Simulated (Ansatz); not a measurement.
Species: sum formula FeOFH, charge 0, multiplicity 5. The spin state was set by rule; other spins were not relaxed. 
Coordinates optimised at B3LYP-D3(BJ)/def2-TZVP (Ansatz, a program for electronic structure):
```xyz
4

Fe     0.0098     0.0069    -0.0118
F      1.1358     0.9823    -0.9668
O     -1.1322    -1.0074     0.8995
H     -1.4195    -0.9617     1.8124
```
Charge 0, spin multiplicity 5.

Basis-set convergence of Hartree-Fock and CCSD(T) correlation energies (hartree) with Ansatz. Valence correlation only, unless marked. UHF or UKS for open shells. No spin-orbit coupling. Frozen are the shells of the preceding noble gas and the d and f shells that filled before the atom's block. Non-relativistic.

```json
[
 {"basis": "def2-SVP", "functions": "64", "E(HF)": "-1437.08645", "E(corr, CCSD(T))": "-0.52547"},
 {"basis": "def2-TZVPP", "functions": "140", "E(HF)": "(withheld)", "E(corr, CCSD(T))": "(withheld)"}
]
```

Question: Fill in the missing entries.

Answer: 
- def2-TZVPP, E(HF): -1437.49242
- def2-TZVPP, E(corr, CCSD(T)): -0.72978
